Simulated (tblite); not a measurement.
Species: C4H8OSSi.
Atom-mapped SMILES: `[CH3:1][C:2]#[C:3][Si@:4]([CH3:5])([OH:6])[SH:7]` (hydrogens: H8, H9, H10 on C1; H11, H12, H13 on C5; H14 on O6; H15 on S7)

The geometry is computed with GFN2-xTB (gas phase).

(1) List the bond lengths, angles and torsions at this level.

Answers

(1) 
```tsv
bond	length (Å)
C1–C2	1.444
C2≡C3	1.205
C3–Si4	1.849
Si4–C5	1.891
Si4–O6	1.622
Si4–S7	2.179
C1–H8, C1–H9, C1–H10	1.090
C5–H11, C5–H12, C5–H13	1.086
O6–H14	0.954
S7–H15	1.322
```

Bonds in one row agree within 0.01 Å and their mean is given. A selection of angles:
```tsv
angle	degrees
C2–C1–H8	109.8
H8–C1–H9	109.0
C1–C2–C3	179.1
C2–C3–Si4	177.4
C3–Si4–C5	112.0
C3–Si4–O6	112.9
C3–Si4–S7	106.4
C5–Si4–O6	106.6
C5–Si4–S7	111.8
O6–Si4–S7	107.0
Si4–C5–H11	111.4
Si4–C5–H13	110.1
H11–C5–H12	108.1
Si4–O6–H14	122.0
Si4–S7–H15	95.9
```

Dihedral angles: H14–O6–Si4–C3 -74° (synclinal); H15–S7–Si4–C3 -60° (synclinal).

Si4 (oxygen-bound silicon) is tetrahedral (angles from 106.4° to 112.9°). The C–C distances run from 1.205 Å (C2≡C3, drawn triple) to 1.444 Å (C1–C2, drawn single), a spread of 0.239 Å. The 2 C–Si bonds span 1.849 Å (C3–Si4, drawn single) to 1.891 Å (Si4–C5, drawn single), a spread of 0.042 Å.

Point group: C1 (no symmetry element, even within 0.4 Å). Its lowest GFN2-xTB frequency is 5i cm⁻¹, too small to tell a flat minimum from a shallow saddle. The numbers are those of one conformer (C3–Si4–O6–H -74°, C3–Si4–S7–H -60°).
